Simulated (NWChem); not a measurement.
System: C₂H₃ClO₂Si; SMILES O=C1OC[Si@H]1Cl

```xyz
9

O      1.6111    -1.9224     0.0916
C      0.5914    -1.3021    -0.0037
O     -0.6572    -1.7744     0.4075
C     -1.5863    -0.6673     0.1671
Si    -0.1958     0.3767    -0.6275
Cl     0.3453     2.1398     0.3181
H     -2.4160    -1.0050    -0.4862
H     -1.9964    -0.2939     1.1270
H     -0.2522     0.6338    -2.1051
```
Atoms are numbered in this order, from 1.

All runs: NWChem. Pople sets run with spherical d functions. STO-3G and 3-21G are far too small for this property and stand as cheap habits. All runs use the structure optimised with PBE-D3(BJ)/def2-SVP. Field at 589 nm.

**Question.** Among these, which level gives the lowest value of “isotropic polarisability (bohr³)”?
(A) B3LYP/def2-SVP
(B) B3LYP/STO-3G
(C) B3LYP/6-31G*

**Answer.** B, B3LYP/STO-3G. Values: B3LYP/STO-3G 32.3; B3LYP/6-31G* 57.1; B3LYP/def2-SVP 57.3
